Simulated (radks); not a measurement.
Kinetic energies: the exact non-interacting value of the Kohn-Sham orbitals and orbital-free approximations, as 100 (|E| - |E exact|)/|E exact|, negative where the magnitude is too small. Species: Zn+ [Ar] 3d10 4s1; H 1s1; Zn2+ [Ar] 3d10. All-electron calculation, non-relativistic Kohn-Sham, PBE, spin-polarised, spherical densities, point nucleus. Program: a radial shooting solver on a logarithmic mesh with Libxc functionals. Every spin shell is full or empty, so the densities are truly spherical. Functionals are evaluated on that one density, not self-consistently.

functional,Zn+,H,Zn2+
exact (hartree),1777.61,0.494812,1776.95
Thomas-Fermi,-6.35,-8.99,-6.35
von Weizsacker,-50.63,0.00,-50.62
TF + vW,+43.01,+91.01,+43.03
TF + vW/9,-0.87,+2.12,-0.87
TF + vW/5,+3.52,+11.01,+3.52
LC94,-0.11,+1.69,-0.11
revAPBEK,+0.22,+2.46,+0.22
Perdew 92,-0.86,+2.14,-0.86
Thakkar,-0.55,+1.92,-0.55
Pearson,-1.29,-2.89,-1.30
LKT,+23.36,+61.68,+23.38
PG1,+18.50,+54.24,+18.52
DePristo-Kress,-0.19,+1.98,-0.20
Ernzerhof,-0.48,+5.74,-0.48
